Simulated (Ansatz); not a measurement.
## A family of molecules: the vertical ionisation energy

Gas-phase molecules, one atom swapped for its congeners: C2H3N (acetonitrile) `CC#N`; SiH3(CN) (silyl cyanide); GeH3(CN); SnH3(CN). All are singlets with charge 0.

Shapes, held fixed at every level: PBE0-D4/def2-TZVP. Programs: Ansatz 0.2.0. Values in eV.

(1) How should the vertical ionisation energy change along the series?

Answers

(1) At B2PLYP/def2-TZVPP the vertical ionisation energy isn't monotonic: it is largest for Si and smallest for Sn (12.55 and 12.03 eV). 2 of 6 levels show this order throughout; 3 agree on the largest and the smallest. For atoms past krypton def2 sets carry core potentials with scalar relativity. Relativity is left out for Ge. Outer-core shells of Ge, Sn are correlated, in sets that cover them unevenly.

| level | C2H3N | SiH3(CN) | GeH3(CN) | SnH3(CN) |
| --- | --- | --- | --- | --- |
| PBE-D4/def2-TZVPP | 12.14 | 11.91 | 11.73 | 11.33 |
| r2SCAN-D4/def2-TZVPP | 12.10 | 12.04 | 11.86 | 11.49 |
| B3LYP-D4/def2-TZVPP | 12.27 | 12.23 | 12.03 | 11.68 |
| PBE0-D4/def2-TZVPP | 12.20 | 12.22 | 12.04 | 11.69 |
| wB97X-V/def2-TZVPP | 12.28 | 12.50 | 12.33 | 12.08 |
| B2PLYP/def2-TZVPP | 12.41 | 12.55 | 12.36 | 12.03 |
